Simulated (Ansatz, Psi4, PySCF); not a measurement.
System: AlOF2H, charge 0, multiplicity 1. SMILES: [F][Al]([OH])[F]
Geometry: optimised at B3LYP-D3(BJ)/def2-TZVP (Ansatz, an electronic-structure program).

Property: size of the dipole moment, in D. Set-up: spin-orbit terms left out; six Cartesian d functions in 6-31G* and its kin unless marked 5d; no dispersion term unless named; 6-311+G** with 5d, 6d on Na to Ar in Ansatz; non-relativistic. First-principles rows: single points at B3LYP-D3(BJ) geometries (Ansatz).

```
level               program  size of the dipole moment (D)
------------------  -------  -----------------------------
PBE/6-31G*           Ansatz                           2.01
PBE/def2-SVP         Ansatz                           2.07
B3LYP/3-21G          Ansatz                           2.34
B3LYP/6-31G*         Ansatz                           2.06
PBE0/6-311+G**       Ansatz                           2.15
wB97X-D/6-31G*         Psi4                           2.08
B3PW91/6-31G* (5d)    PySCF                           2.07
```

No value to compare with is used here. The 7 habitual levels span 2.01 (PBE/6-31G*) to 2.34 D (B3LYP/3-21G).

The levels are drawn from those run, B3LYP/6-31G* more often than the rest, none by its result; runs whose electronic state is in doubt are left out.
